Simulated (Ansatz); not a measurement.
`N#[C][Ga]([Cl])[Cl]` + `CNC` → `C[N](C)[Ga]([Cl])[Cl]` + `C#N` at 600 K and 1 bar (ligand exchange at a Ga–C bond).

Computed with Ansatz on PBE0-D4/def2-TZVP structures; ΔE is electronic, products minus reactants. CBS: MP2 limit from def2 TZ/QZ plus the TZ coupled-cluster correction, frozen cores. This one scheme is used for every species. For Ga outer-core shells are correlated without core-valence functions, which leaves a few kJ/mol of doubt a bond. Scalar relativity is left out up to krypton. Each species was taken in one conformer, which may not be the lowest.

| species | CCSD(T)/CBS energy (Eh) | H − E (kJ/mol) | S (J/(mol·K)) |
| --- | --- | --- | --- |
| `N#[C][Ga]([Cl])[Cl]` | -2936.34762 | 75.9 | 416.3 |
| `CNC` | -135.00321 | 284.6 | 333.5 |
| `C[N](C)[Ga]([Cl])[Cl]` | -2978.03927 | 295.5 | 502.3 |
| `C#N` | -93.32098 | 64.3 | 228.4 |

H − E and S are ideal-gas, rigid-rotor, harmonic terms from PBE0-D4/def2-TZVP, for one conformer and one mirror image of each species. 1 Eh = 2625.50 kJ/mol, R = 8.31446 J/(mol·K).

By hand: ΔE, ΔH, ΔS and ΔG.

ΔE = (-2978.03927) + (-93.32098) − (-2936.34762) − (-135.00321) = -0.00942 Eh = -24.7 kJ/mol. Δ(H − E) = 295.5 + 64.3 − 75.9 − 284.6 = -0.7, so ΔH = -25.4 kJ/mol. ΔS = 502.3 + 228.4 − 416.3 − 333.5 = -19.1 J/(mol·K). ΔG = -25.4 − 600 × (-19.1)/1000 = -13.9 kJ/mol.

By hand: the equilibrium constant, and the temperature at which ΔG would vanish if ΔH and ΔS stayed fixed.

log₁₀ K = −ΔG/(RT ln 10) = 1.2. ΔG = 0 at ΔH/ΔS = 1330 K, though so small a ΔS makes that figure unsure.

TΔS isn't small against ΔH here. A doubt of 5 kJ/mol in ΔE shifts log₁₀ K by 0.4 here. Other conformers and mirror images would add mixing entropy, several J/(mol·K) or more a flexible species. These are equilibria of isolated gas molecules and say nothing of rates. Largest T1 diagnostic: 0.014 (customary marks: 0.02 for closed shells, 0.045 for open ones).
